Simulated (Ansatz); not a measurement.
Input file for Ansatz (a first-principles code): R-PBE/def2-TZVPP on GeH4 (SMILES [GeH4]).

Ansatz 0.2 input:
```yaml
crystal:
  periodic: [false, false, false]
  atoms:
    - {symbol: Ge, position_ang: [0.00000000, 0.00000000, 0.00000000]}
    - {symbol: H, position_ang: [-0.61874815, -0.88618434, -1.10110340]}
    - {symbol: H, position_ang: [0.57596606, -0.89483923, 1.11719583]}
    - {symbol: H, position_ang: [-1.08735439, 0.92254162, 0.58921819]}
    - {symbol: H, position_ang: [1.13013649, 0.85848195, -0.60531060]}
basis:
  gaussian:
    orbitals: def2-TZVPP
hamiltonian:
  xc: {name: PBE}
accuracy: high
phonons: {}
scf: {lower_state_search: off}
```

Program output:

```
WARN ansatz: RAYON_NUM_THREADS=1 ignored (pool sized by the plan → 1); use --threads N
Functional definition: PBE
these checks for a lower state are left out or cut short: stability, starts, cluster_reference, orbital_swaps, neighbouring_geometries, increment
integrals: 0.14 GiB planned
1847 factors; integrals over basis functions are off by at most 2.9e-9 eV
mean field: 0.31 GiB planned
mean field evaluation 1: about -56573.2133 eV, gradient 2.5e1 eV
mean field evaluation 2: about -56573.5860 eV, gradient 2.8e1 eV
mean field evaluation 4: about -56574.0653 eV, gradient 5.6e-1 eV
mean field evaluation 8: about -56574.0663 eV, gradient 8.4e-5 eV
mean field evaluation 16: about -56574.0663 eV, gradient 4.0e-9 eV
mean field -56574.06634535 eV, -2079.0585909122 hartree, gradient 3.9e-9 eV, S^2 0.000000; 0 other end points of the search recorded, 0 dependent functions left out
the calculation of the forces begins
reference -56574.06634858 eV, -2079.0585910310 hartree; 18, 18 occupied and 86, 86 virtual orbitals, 1847 factors
these checks for a lower state are left out or cut short: stability, starts, cluster_reference, orbital_swaps, neighbouring_geometries, increment
integrals: 0.14 GiB planned
1847 factors; integrals over basis functions are off by at most 2.9e-9 eV
mean field: 0.31 GiB planned
mean field -56574.06626775 eV, -2079.0585880605 hartree, gradient 5.0e-9 eV, S^2 0.000000; 0 other end points of the search recorded, 0 dependent functions left out
the calculation of the forces begins
reference -56574.06627099 eV, -2079.0585881793 hartree; 18, 18 occupied and 86, 86 virtual orbitals, 1847 factors
these checks for a lower state are left out or cut short: stability, starts, cluster_reference, orbital_swaps, neighbouring_geometries, increment
integrals: 0.14 GiB planned
1847 factors; integrals over basis functions are off by at most 2.9e-9 eV
mean field: 0.31 GiB planned
mean field evaluation 32: about -56574.0663 eV, gradient 5.0e-9 eV
mean field -56574.06626775 eV, -2079.0585880605 hartree, gradient 5.0e-9 eV, S^2 0.000000; 0 other end points of the search recorded, 0 dependent functions left out
the calculation of the forces begins
reference -56574.06627099 eV, -2079.0585881793 hartree; 18, 18 occupied and 86, 86 virtual orbitals, 1847 factors
these checks for a lower state are left out or cut short: stability, starts, cluster_reference, orbital_swaps, neighbouring_geometries, increment
integrals: 0.14 GiB planned
1847 factors; integrals over basis functions are off by at most 2.9e-9 eV
mean field: 0.31 GiB planned
mean field -56574.06630987 eV, -2079.0585896081 hartree, gradient 9.2e-8 eV, S^2 0.000000; 0 other end points of the search recorded, 0 dependent functions left out
the calculation of the forces begins
reference -56574.06631310 eV, -2079.0585897269 hartree; 18, 18 occupied and 86, 86 virtual orbitals, 1847 factors
these checks for a lower state are left out or cut short: stability, starts, cluster_reference, orbital_swaps, neighbouring_geometries, increment
integrals: 0.14 GiB planned
1847 factors; integrals over basis functions are off by at most 2.9e-9 eV
mean field: 0.31 GiB planned
mean field -56574.06631026 eV, -2079.0585896225 hartree, gradient 9.1e-8 eV, S^2 0.000000; 0 other end points of the search recorded, 0 dependent functions left out
the calculation of the forces begins
reference -56574.06631349 eV, -2079.0585897413 hartree; 18, 18 occupied and 86, 86 virtual orbitals, 1847 factors
these checks for a lower state are left out or cut short: stability, starts, cluster_reference, orbital_swaps, neighbouring_geometries, increment
integrals: 0.14 GiB planned
1847 factors; integrals over basis functions are off by at most 2.9e-9 eV
mean field: 0.31 GiB planned
mean field -56574.06633290 eV, -2079.0585904544 hartree, gradient 5.1e-9 eV, S^2 0.000000; 0 other end points of the search recorded, 0 dependent functions left out
the calculation of the forces begins
reference -56574.06633613 eV, -2079.0585905732 hartree; 18, 18 occupied and 86, 86 virtual orbitals, 1847 factors
these checks for a lower state are left out or cut short: stability, starts, cluster_reference, orbital_swaps, neighbouring_geometries, increment
integrals: 0.14 GiB planned
1847 factors; integrals over basis functions are off by at most 2.9e-9 eV
mean field: 0.31 GiB planned
mean field -56574.06633299 eV, -2079.0585904579 hartree, gradient 3.5e-9 eV, S^2 0.000000; 0 other end points of the search recorded, 0 dependent functions left out
the calculation of the forces begins
reference -56574.06633622 eV, -2079.0585905767 hartree; 18, 18 occupied and 86, 86 virtual orbitals, 1847 factors
these checks for a lower state are left out or cut short: stability, starts, cluster_reference, orbital_swaps, neighbouring_geometries, increment
integrals: 0.14 GiB planned
1847 factors; integrals over basis functions are off by at most 2.9e-9 eV
mean field: 0.31 GiB planned
mean field evaluation 64: about -56574.0654 eV, gradient 1.7e-1 eV
mean field -56574.06631112 eV, -2079.0585896542 hartree, gradient 9.4e-8 eV, S^2 0.000000; 0 other end points of the search recorded, 0 dependent functions left out
the calculation of the forces begins
reference -56574.06631435 eV, -2079.0585897729 hartree; 18, 18 occupied and 86, 86 virtual orbitals, 1847 factors
these checks for a lower state are left out or cut short: stability, starts, cluster_reference, orbital_swaps, neighbouring_geometries, increment
integrals: 0.14 GiB planned
1847 factors; integrals over basis functions are off by at most 2.9e-9 eV
mean field: 0.31 GiB planned
mean field -56574.06631149 eV, -2079.0585896678 hartree, gradient 9.3e-8 eV, S^2 0.000000; 0 other end points of the search recorded, 0 dependent functions left out
the calculation of the forces begins
reference -56574.06631472 eV, -2079.0585897866 hartree; 18, 18 occupied and 86, 86 virtual orbitals, 1847 factors
these checks for a lower state are left out or cut short: stability, starts, cluster_reference, orbital_swaps, neighbouring_geometries, increment
integrals: 0.14 GiB planned
1847 factors; integrals over basis functions are off by at most 2.9e-9 eV
mean field: 0.31 GiB planned
mean field -56574.06633237 eV, -2079.0585904352 hartree, gradient 3.5e-9 eV, S^2 0.000000; 0 other end points of the search recorded, 0 dependent functions left out
the calculation of the forces begins
reference -56574.06633560 eV, -2079.0585905540 hartree; 18, 18 occupied and 86, 86 virtual orbitals, 1847 factors
these checks for a lower state are left out or cut short: stability, starts, cluster_reference, orbital_swaps, neighbouring_geometries, increment
integrals: 0.14 GiB planned
1847 factors; integrals over basis functions are off by at most 2.9e-9 eV
mean field: 0.31 GiB planned
mean field -56574.06633227 eV, -2079.0585904315 hartree, gradient 5.2e-9 eV, S^2 0.000000; 0 other end points of the search recorded, 0 dependent functions left out
the calculation of the forces begins
reference -56574.06633550 eV, -2079.0585905503 hartree; 18, 18 occupied and 86, 86 virtual orbitals, 1847 factors
Total energy: -56574.06634858 eV, -2079.0585910310 hartree
Atom 0 at     0.000000     0.000000     0.000000 Å, force     0.000000     0.000000    -0.000000 eV/Å
Atom 1 at    -0.618748    -0.886184    -1.101103 Å, force    -0.000022    -0.000032    -0.000039 eV/Å
Atom 2 at     0.575966    -0.894839     1.117196 Å, force     0.000021    -0.000032     0.000040 eV/Å
Atom 3 at    -1.087354     0.922542     0.589218 Å, force    -0.000039     0.000033     0.000021 eV/Å
Atom 4 at     1.130136     0.858482    -0.605311 Å, force     0.000040     0.000031    -0.000022 eV/Å
Dipole moment:    -0.000000    -0.000000     0.000000 e Å
Vibrations: 785.45 785.46 785.46 893.25 893.25 2085.36 2100.76 2100.77 2100.77 cm⁻¹, zero-point energy 0.776794 eV
Checks for a lower state left out: stability, starts, cluster_reference, orbital_swaps, neighbouring_geometries, increment
```

The calculation finished and met its thresholds.

Cost: around 30 core-seconds (rough).
